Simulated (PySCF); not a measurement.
[Lu(OH)4]− at several levels of theory

Computed with PySCF 2.14.0 (density fitting, no spin-orbit coupling) at the geometry relaxed with PBE:

```xyz
9
[Lu(OH)4]− (singlet in the valence; each metal's 4f electrons, 14 of them, lie in its core potential, out of spins and levels)
Lu   -0.0104    0.0056    0.0038
O     1.1856    1.2653    1.1921
H     2.1386    1.3603    1.0289
O    -1.1224   -1.3090    1.2058
H    -2.0406   -1.6121    1.1328
O     1.3101   -1.1398   -1.1730
H     1.5766   -2.0319   -0.8941
O    -1.2716    1.1667   -1.2048
H    -1.3359    2.1298   -1.2979
```

| level | basis | state | HOMO (eV) | gap (eV) | charge on Lu1 (e) | population of f-type functions on Lu1 (polarisation alone where 4f lies in the core) | dipole about the centre of mass (D) | largest force component (eV/Å) |
| --- | --- | --- | --- | --- | --- | --- | --- | --- |
| PBE | Lu lcecp-1-SVP with ECP60, O def2-SVP, H def2-SVP | singlet | -0.92 | 4.35 | 0.41 | 0.07 | 0.12 | 0.01 |
| BLYP | the same | singlet | -0.80 | 4.22 | 0.38 | 0.07 | 0.12 | 0.13 |
| BP86 | the same | singlet | -1.04 | 4.53 | 0.42 | 0.07 | 0.12 | 0.06 |
| CAM-B3LYP | the same | singlet | -4.08 | 8.79 | 0.63 | 0.08 | 0.13 | 0.49 |
| HF | the same | singlet | -7.02 | 13.14 | 1.28 | 0.07 | 0.16 | 1.80 |

In the lcecp rows the 4f levels are missing from HOMO and gap, and the state counts the valence alone.

Charges are Mulliken's, which hang on the basis. The relaxation used the grid (50, 194), these runs (75, 302) or, all-electron (x2c bases, spin-free X2C Hamiltonian), (99, 590).

**Question.** What does PBE with Lu lcecp-1-TZVP with ECP60, O def2-TZVP, H def2-TZVP give here?

**Answer.** state singlet, HOMO (eV) -1.32, gap (eV) 4.50, charge on Lu1 (e) 1.23, population of f-type functions on Lu1 (polarisation alone where 4f lies in the core) 0.07, dipole about the centre of mass (D) 0.12, largest force component (eV/Å) 0.33. Time: 18 s on 2 threads of Arm Neoverse V1 (shared host), from free ions and atoms.

In the first row's basis the gap widens with exact exchange: 4.2 to 4.5 eV for BLYP, PBE, BP86 (none); 8.8 to 13.1 eV for CAM-B3LYP, Hartree–Fock (rising or full at long range).

A frequency check found unstable modes (1, the lowest at -51 cm⁻¹), so the relaxed geometry is probably a saddle point. An lcecp potential fixes the number of 4f electrons, so in runs with it no electron can move into or out of that shell.
